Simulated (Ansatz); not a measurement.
Frontier orbitals of AlFH4NOP, SMILES `[NH2][Al]([F])[PH]O`.

Charge 0, multiplicity 1. All single points use the PBE0-D4/def2-TZVP geometry. It is one conformer, not always the lowest. Basis def2-TZVPP, Ansatz 0.2.0.

```csv
functional,HOMO (eV),LUMO (eV),gap (eV)
PBE,-5.77,-1.69,4.08
revPBE,-5.71,-1.58,4.13
BLYP,-5.62,-1.56,4.06
r2SCAN,-5.97,-1.38,4.59
B97M-V,-6.06,-1.46,4.60
PBE0,-6.92,-0.79,6.13
B3LYP,-6.70,-1.02,5.68
r2SCANh,-6.40,-1.07,5.33
r2SCAN0,-7.05,-0.61,6.44
HSE06 (plane-wave form),-6.52,-1.17,5.35
LC-ωPBE,-9.52,1.43,10.95
ωB97M-V,-9.01,0.98,9.99
```

Against PBE, PBE0 changes HOMO and LUMO by −1.15 and +0.90 eV, ωB97M-V by −3.24 and +2.67 eV. A gap of 4.08 eV thus becomes 9.99 eV for the same molecule, so an orbital gap means little without its functional. A positive LUMO is unbound and depends on the basis.

B3LYP here is the variant with VWN-RPA as its local correlation; programs differ in this. LC-ωPBE has ω = 0.4 bohr⁻¹.
